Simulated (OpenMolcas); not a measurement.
## N, P, As, Sb, Bi: ns2 np3 down the group

```
Program             : OpenMolcas 26.06
Method              : CASSCF
Basis               : ANO-R2
Scalar Hamiltonian  : X2C, finite nucleus
Spin-orbit coupling : RASSI with atomic mean-field integrals over the reference wave functions, term energies averaged over their components
```

Active space for each ion: 5 electrons in 8 orbitals (s p s p).

Computed levels in cm-1 above 4S* 3/2:

```tsv
Level	N	P	As	Sb	Bi
2D* 3/2	22186	14849	13929	11754	11863
2D* 5/2	22190	14870	14283	13187	16788
2P* 1/2	28450	19947	19668	18090	22246
2P* 3/2	28453	19961	20047	19824	31178
weight of 4S* in the lowest level (%)	100	100	100	98	75
```

Mixed levels, with the weight of the term that names them: Bi 4S* 3/2 (75 %), Bi 2D* 3/2 (65 %), Bi 2P* 3/2 (65 %).

Measured, with the error of the calculation in %. Measured levels: N, P, As, Sb, Bi from NIST Handbook of Basic Atomic Spectroscopic Data.

```tsv
Level	N	P	As	Sb	Bi
2D* 3/2	19233 (+15.4)	11361 (+30.7)	10593 (+31.5)	8512 (+38.1)	11419 (+3.9)
2D* 5/2	19224 (+15.4)	11377 (+30.7)	10915 (+30.9)	9854 (+33.8)	15438 (+8.7)
2P* 1/2	28839 (-1.3)	18723 (+6.5)	18186 (+8.1)	16395 (+10.3)	21661 (+2.7)
2P* 3/2	28839 (-1.3)	18748 (+6.5)	18648 (+7.5)	18464 (+7.4)	33165 (-6.0)
```

Without spin-orbit coupling 2D* lies 22189, 14864, 14196, 12746, 12519 cm-1 above 4S* in that order; the difference to the level 2D* 3/2, of either sign, comes from spin-orbit coupling, which also lowers the zero.

Without dynamic correlation excited terms often stand tens of per cent too high (terms of higher spin than the ground term too low), and those without a measured partner can miss by more than the paired ones (holds for N; P; As). The run also gave levels led by 2s2 2p2 3s, which use shells meant for correlation; these and all levels above them are left out (holds for N). The run also gave levels led by 3s2 3p2 4s, which use shells meant for correlation; these and all levels above them are left out (holds for P). The run also gave levels led by 4s2 4p2 5s, which use shells meant for correlation; these and all levels above them are left out (holds for As). The run also gave levels led by 5s2 5p2 6s, which use shells meant for correlation; these and all levels above them are left out (holds for Sb). The run also gave levels led by 6s2 6p2 7s, which use shells meant for correlation; these and all levels above them are left out (holds for Bi). Computed and measured levels are paired by configuration, term and J; levels that our copy of the source lacks, or whose pairing is in doubt (as where it misses far off the trend of its configuration), stay unpaired and out of the deviations. Only configurations of the active space appear.

* marks odd parity.
